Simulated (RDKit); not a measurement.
RDKit input (UFF):

```python
from rdkit import Chem
from rdkit.Chem import AllChem, rdDetermineBonds

mol = Chem.MolFromXYZFile('mol.xyz')
rdDetermineBonds.DetermineBonds(mol, charge=0)
print('SMILES', Chem.MolToSmiles(Chem.RemoveHs(mol)))
ff = AllChem.UFFGetMoleculeForceField(mol)
e0 = ff.CalcEnergy()
flag = ff.Minimize(maxIts=5000, forceTol=1e-5)
print(f'energy {e0:.4f} -> {ff.CalcEnergy():.4f} kcal/mol, converged: {flag == 0}')
print(Chem.MolToXYZBlock(mol))
```
mol.xyz:
```
3

Sn     0.00000000     0.00000000     0.00000000
O     -0.00000000    -0.00000000    -1.81395700
O      0.00000000     0.00000000     1.81395700
```

Output:

```
[00:43:07] UFFTYPER: Warning: hybridization set to SP3 for atom 0
SMILES [O]=[Sn]=[O]
energy 1.5069 -> 0.0000 kcal/mol, converged: True
3

Sn     0.000000    0.000000    0.000000
O      0.000000    0.000000   -1.770940
O      0.000000    0.000000    1.770940
```

The geometry given is a B3LYP-D3(BJ)/def2-TZVP minimum.
